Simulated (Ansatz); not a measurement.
Reaction (silylene formation by 1,1-elimination): `C[SiH](O)I` → HI + `C[Si]O`

Program: Ansatz. Geometries: PBE0-D4/def2-TZVP. ΔE: electronic, gas phase. CCSD(T)/CBS adds triple-zeta CCSD(T) − MP2 to the extrapolated MP2 energy (def2 sets, frozen cores). This one scheme is used for every species. Functionals use def2-TZVPP. Elements past krypton have def2 core potentials. For I outer-core shells are correlated without core-valence functions, which leaves a few kJ/mol of doubt a bond. Each species was taken in one conformer, which may not be the lowest.

`C[SiH](O)I`:

```xyz
9

C    -0.381    0.713   -0.907
Si    0.439   -0.079    0.556
O     0.851   -1.644    0.303
I    -1.112    0.070    2.459
H    -0.592    1.764   -0.700
H     0.277    0.652   -1.778
H    -1.325    0.218   -1.146
H     1.690    0.605    0.944
H     0.153   -2.299    0.269
```

HI:

```xyz
2

I    -0.444    0.464   -0.485
H     0.444   -0.464    0.485
```

`C[Si]O`:

```xyz
7

C     0.441   -0.151   -0.699
Si   -0.961    1.003   -0.123
O    -1.122    0.519    1.452
H     1.339    0.001   -0.086
H     0.714    0.011   -1.744
H     0.142   -1.201   -0.586
H    -0.553   -0.182    1.787
```

```json
{"level": "PBE0", "ΔE (kcal/mol)": "67.9"}
{"level": "HF/def2-TZVPP", "ΔE (kcal/mol)": "66.7"}
{"level": "HF/CBS(def2)", "ΔE (kcal/mol)": "66.7"}
{"level": "CCSD/CBS(def2)", "ΔE (kcal/mol)": "67.9"}
```

**Question.** What does CCSD(T)/CBS give? (Best estimate.)

**Answer.** The calculation gave: +68.2 kcal/mol. The listed levels differ from it by -0.3, -1.5, -1.5, -0.3 kcal/mol.

Largest T1 diagnostic among the species: 0.014.

The D4 term adds +3.6 kcal/mol with B3LYP and +1.9 kcal/mol with PBE0; it sums over pairs of atoms, weighted by their polarisabilities, and B3LYP, whose exchange is more repulsive, gets the larger term. From PBE to PBE0 (25 % exact exchange), in def2-TZVPP and without D4, ΔE moves by +4.4 kcal/mol.

B3LYP here is the variant with VWN-RPA as its local correlation; programs differ in this.
